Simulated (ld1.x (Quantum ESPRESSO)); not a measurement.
## What the settings do to the RRKJ potential of Nd

Base potential:

Nd (Z = 60), norm-conserving RRKJ (Kleinman–Bylander form), made with ld1.x (Quantum ESPRESSO) 7.5 (Wu–Cohen, fully relativistic). Core [Kr] 4d10, reference 4f4 5s2 5p6 5d0.5 6s1.5 6p0. Waves: 5p (bound): rc 2.60 bohr; 5d (bound): rc 3.15 bohr; 4f (bound): rc 1.50 bohr; 5s (bound): rc 1.80 bohr. Local part: the s channel. Core correction: none.

Open shells are filled in proportion to 2j + 1 (rel_dist='average').

Occupied shells without a wave of their own: 6s. They enter only through the test configuration that unscreens the potential.

All-electron outer shells of the reference configuration (Wu–Cohen, scalar-relativistic, ld1.x):

| shell | level (eV) | outermost node (bohr) | outermost maximum (bohr) |
| --- | --- | --- | --- |
| 4p | -225.23 | 0.32 | 0.59 |
| 4d | -116.01 | 0.29 | 0.62 |
| 5s | -39.82 | 0.72 | 1.32 |
| 5p | -21.47 | 0.77 | 1.50 |
| 6s | -3.28 | 1.78 | 3.83 |
| 5d | -1.56 | 0.88 | 2.27 |
| 4f | -1.17 | – | 0.67 |
| 6p | -1.08 | 2.15 | 5.11 |

Cutoffs, loose and tight: the cutoffs (Ry, on a coarse ladder) from which the occupation-weighted sum of valence levels, in a spherical-Bessel basis at the reference potential, stays within 10 and 1 mRy of its value at 400 Ry. They do not see the model core or the augmentation charge, which bear on the density cutoff. Test errors are all-electron minus pseudo excitation energies from the reference, over the configurations 4f4 5s2 5p6 5d0 6s2 6p0; 4f4 5s2 5p6 5d0 6s1 6p0; 4f4 5s2 5p6 5d0 6s0 6p0; 4f5 5s2 5p6 5d0 6s0 6p0; 4f2 5s2 5p6 5d0 6s0 6p0; 4f3 5s2 5p6 5d0 6s2 6p0; 4f3 5s2 5p6 5d0 6s0 6p0. A dash means not determined; rows that change the core or the reference have their own tests. The largest error is taken over the tests solved by every variant that gives reliable tests at all: 4f2 5s2 5p6 5d0 6s0 6p0; 4f3 5s2 5p6 5d0 6s0 6p0; 4f3 5s2 5p6 5d0 6s2 6p0; 4f4 5s2 5p6 5d0 6s0 6p0; 4f4 5s2 5p6 5d0 6s1 6p0; 4f4 5s2 5p6 5d0 6s2 6p0.

Cutoffs are not given where the Bessel-basis levels miss the radial ones by over 6 mRy, ghosts where they miss by over 20 mRy; a channel whose overlap is not positive is not tested.

| change | outcome | bound ghosts | largest test error (meV) |
| --- | --- | --- | --- |
| base | generated | not determined | +441 |
| wave 4f (bound): rc 1.50 bohr becomes 4f (bound): rc 1.16 bohr | generated | not determined | -587 |
| wave 4f (bound): rc 1.50 bohr becomes 4f (bound): rc 1.32 bohr | generated | not determined | -421 |
| wave 4f (bound): rc 1.50 bohr becomes 4f (bound): rc 1.58 bohr | generated | not determined | +718 |
| wave 4f (bound): rc 1.50 bohr becomes 4f (bound): rc 1.82 bohr | generated | not determined | +1685 |
| wave 4f (bound): rc 1.50 bohr becomes 4f (bound): rc 1.90 bohr | generated | not determined | +1866 |

Task: What comes out with this change to the base: wave 4f (bound): rc 1.50 bohr becomes 4f (bound): rc 0.98 bohr?

Result: outcome: generated; bound ghosts: not determined; largest test error (meV): -982.

Task: What comes out with this change to the base: wave 4f (bound): rc 1.50 bohr becomes 4f (bound): rc 2.28 bohr?

Result: outcome: generated; bound ghosts: not determined; largest test error (meV): +3541.

Task: What comes out with this change to the base: wave 4f (bound): rc 1.50 bohr becomes 4f (bound): rc 2.06 bohr?

Result: outcome: generated; bound ghosts: not determined; largest test error (meV): +2652.
